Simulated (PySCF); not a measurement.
# Potassium: a sound run and one with changed settings

Sound run: K⁺ [Ar], K²⁺ [Ne] 3s2 3p5. All numbers are calculated (PySCF 2.14, no relativity, point nucleus, in def2-SVP). In the sound run the correlated levels freeze [Ne] 3s2. The sound run starts from symmetry-adapted Hartree-Fock orbitals and uses a fine grid where one is needed.

Changed run: all electrons correlated in a basis built for the valence shell.

| species | method | sound run (hartree) | changed run (hartree) | converged |
| --- | --- | --- | --- | --- |
| K⁺ | MP2 | -598.97091 | -598.97293 | yes |
| K⁺ | CCSD(T) | -598.97565 | -598.97750 | yes |
| K²⁺ | MP2 | -597.79284 | -597.80276 | yes |
| K²⁺ | CCSD(T) | -597.79635 | -597.80845 | yes |

Ionisation energy of K⁺:

```json
{"method": "UHF", "sound run (eV)": "31.630", "changed run (eV)": "31.630"}
{"method": "MP2", "sound run (eV)": "32.057", "changed run (eV)": "31.842"}
{"method": "SCS-MP2", "sound run (eV)": "32.028", "changed run (eV)": "31.797"}
{"method": "CCSD", "sound run (eV)": "32.090", "changed run (eV)": "31.810"}
{"method": "CCSD(T)", "sound run (eV)": "32.090", "changed run (eV)": "31.812"}
```

A valence basis has no tight correlating functions, so it recovers only part of the core correlation, and not evenly between atom and ion.

For comparison, NIST gives 31.625 eV between the lowest levels.
